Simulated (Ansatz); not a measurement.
```yaml
crystal:
  periodic: [false, false, false]
  atoms:
    - {symbol: Ge, position_ang: [-0.002811, 0.794742, -0.787402]}
    - {symbol: N, position_ang: [1.309187, 0.117087, -0.092067]}
    - {symbol: H, position_ang: [2.405901, 0.154268, -0.220063]}
    - {symbol: H, position_ang: [1.240888, -0.798522, 0.729600]}
    - {symbol: N, position_ang: [-1.448124, 0.128052, 0.066017]}
    - {symbol: H, position_ang: [-2.359312, 0.224128, -0.159326]}
    - {symbol: H, position_ang: [-1.229761, -0.786135, 0.679612]}
basis:
  gaussian: {orbitals: def2-SVP}
hamiltonian: {xc: {name: wB97M-V}}
scf: {lower_state_search: full}
```

```sh
$ ansatz run in.yaml --threads 4 --pin off --events-out ev --progress --plain --max-ram 3916MiB
```

Output, abridged:

```
Functional definition: wB97M-V
810 factors; integrals over basis functions are off by at most 1.4e-3 eV
222 factors; integrals over basis functions are off by at most 9.2e-6 eV
mean field evaluation 1: about -59541.4753 eV, gradient 5.8e1 eV
mean field evaluation 2: about -59541.5184 eV, gradient 5.8e1 eV
mean field evaluation 4: about -59548.2880 eV, gradient 2.3e0 eV
mean field evaluation 8: about -59548.3126 eV, gradient 1.2e-1 eV
mean field evaluation 16: about -59548.3127 eV, gradient 3.5e-5 eV
mean field -59548.31268044 eV, -2188.3601277101 hartree, gradient 3.5e-5 eV, S^2 0.000000; 0 other end points of the search recorded, 0 dependent functions left out
reference -59548.31271677 eV, -2188.3601290454 hartree; 25, 25 occupied and 55, 55 virtual orbitals, 810 factors
Total energy: -59548.31271677 eV, -2188.3601290454 hartree
```

It took 3.3 s on 4 threads of Arm Neoverse V1 on a shared host.
